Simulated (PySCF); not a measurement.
NMR parameters of Se(CCH)2

Se(CCH)2, C4H2Se, point group C2v.

Cartesian coordinates in Å; atom numbers follow the order of the lines, from 1:
```xyz
7

Se    0.0001    0.0313   -1.6091
C     1.3917   -0.0045   -0.4236
C     2.3708   -0.0293    0.2935
H     3.2337   -0.0499    0.9337
C    -1.3918    0.0217   -0.4234
C    -2.3708    0.0175    0.2943
H    -3.2338    0.0133    0.9346
```

GIAO calculations in PySCF 2.14.0 with density-fitted response routines on the PBE0-D3(BJ)/def2-SVP structure: isolated species, non-relativistic, equivalent atoms averaged; basis pcSseg-1.

Q: Give the isotropic shieldings (ppm) with KT2, PBE0.

A: 
```tsv
atoms	environment	KT2	PBE0
Se1	selenium bonded to 2 C	1548	1609
C3/C6	carbon bonded to C, H	88.6	82.6
C2/C5	carbon bonded to C, Se	118.8	111.1
H4/H7	hydrogen on a carbon bonded to C	27.85	28.21
HOMO–LUMO gap (eV)	–	3.90	6.04
```

Q: And the chemical shifts, against references computed in the same way?

A: 
| atoms | nucleus, reference | KT2 | PBE0 |
| --- | --- | --- | --- |
| Se1 | ⁷⁷Se, Me2Se | 173 | 160 |
| C3/C6 | ¹³C, TMS | 94.7 | 101.8 |
| C2/C5 | ¹³C, TMS | 64.4 | 73.3 |
| H4/H7 | ¹H, TMS | 3.33 | 3.06 |

Q: Which part of the shielding of Se1 depends on the functional?

A: Diamagnetic: KT2 2995, PBE0 2989 ppm; paramagnetic: KT2 -1447, PBE0 -1379 ppm. The diamagnetic part, set mainly by inner electrons, hardly moves; the paramagnetic part goes with low-lying magnetically allowed excitations and carries the spread.

Q: What couplings does B3LYP/pcJ-1 (pcSseg-1 on Se) give?

A: ¹J(C3,H4) = 279.3, ¹J(C2,C3) = 214.4, ²J(C2,H4) = 54.3, ²J(C2,C5) = -7.8, ³J(C2,C6) = 3.9 Hz (averaged over equivalent pairs; isotopes ¹³C, ¹H).

Relativistic effects, spin–orbit coupling among them, are left out; they matter for Se and for the light atoms bonded to it.
